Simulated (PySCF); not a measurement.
Molfile (atoms numbered from 1):
```
C3H5B
     RDKit          3D

  9  8  0  0  0  0  0  0  0  0999 V2000
    2.3464   -0.0740    0.0758 B   0  0  0  0  0  0  0  0  0  0  0  0
    0.8461   -0.0594    0.0198 C   0  0  0  0  0  0  0  0  0  0  0  0
   -0.3772   -0.0485   -0.0274 C   0  0  0  0  0  0  0  0  0  0  0  0
   -1.8241   -0.0333   -0.0770 C   0  0  0  0  0  0  0  0  0  0  0  0
    2.9771   -0.7861   -0.6698 H   0  0  0  0  0  0  0  0  0  0  0  0
    2.9349    0.6259    0.8662 H   0  0  0  0  0  0  0  0  0  0  0  0
   -2.2399   -0.4222    0.8664 H   0  0  0  0  0  0  0  0  0  0  0  0
   -2.1970    0.9965   -0.1957 H   0  0  0  0  0  0  0  0  0  0  0  0
   -2.2174   -0.6443   -0.9041 H   0  0  0  0  0  0  0  0  0  0  0  0
  1  2  1  0
  2  3  3  0
  3  4  1  0
  1  5  1  0
  1  6  1  0
  4  7  1  0
  4  8  1  0
  4  9  1  0
M  END
```

Theoretical values (PySCF): structure optimised with PBE0-D3(BJ)/def2-SVP, σ from GIAO-PBE0/pcSseg-1. Non-relativistic Hamiltonian, gas phase, single conformer, rapidly exchanging positions averaged.

Chemical shifts δ = σref − σ; 13C (σref 184.41) and 1H (σref 31.27) against TMS; 11B (σref 100.73) against BF3·OEt2, all at this level.

```
   atoms  nucleus  count  δ (ppm)
      C4      13C      1      8.5
H7/H8/H9       1H      3        ?
   H5/H6       1H      2     6.67
      C3      13C      1    160.0
      B1      11B      1        ?
      C2      13C      1    100.4
```

Fill in the missing shifts.

Answers


- H7/H8/H9: 2.42 ppm, hydrogen on a propargylic methyl carbon
- B1: 67.0 ppm, boron bonded to C, 2 H

Hydrogens on boron are broadened and split by 11B (spin 3/2, 80 %) and 10B (spin 3). A carbon bonded to boron is broadened by the quadrupolar boron nucleus and is often missing from a measured spectrum. Shifts are as computed. Against solution values, carbons near 30 ppm lie about +2 ppm off and those near 130 ppm about +5 ppm. Of 1211 compounds with measured shifts, 218 miss one by over three times the rms of a fit or turn the order of signals round; such compounds aren't used in these exercises.
